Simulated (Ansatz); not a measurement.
H$_{4}$OPSb (`P[O][SbH2]`) at its PBE0-D4/def2-TZVP geometry, where that method's forces vanish. The species carries charge 0 and has multiplicity 1. Sb takes the def2 core potential.

```xyz
7

P    -0.7203   -1.2751   -0.6653
O     0.3096   -0.2477    0.0913
Sb   -0.4177    1.3002    1.0992
H    -0.1268   -1.2927   -1.9631
H    -0.1067   -2.5138   -0.3137
H     1.0899    1.5732    1.8621
H    -0.0280    2.4558   -0.1105
```

Task: What forces (eV/Å) does ωB97M-V/def2-TZVPP give on these atoms in Ansatz 0.2.0? (Best estimate.)

Result: Computed: 
```
P1   0.099 -0.177 -0.128
O2  -0.017  0.070  0.044
Sb3  0.229  0.128 -0.047
H4  -0.057 -0.007  0.129
H5  -0.061  0.119 -0.044
H6  -0.146 -0.029 -0.056
H7  -0.048 -0.104  0.102
```
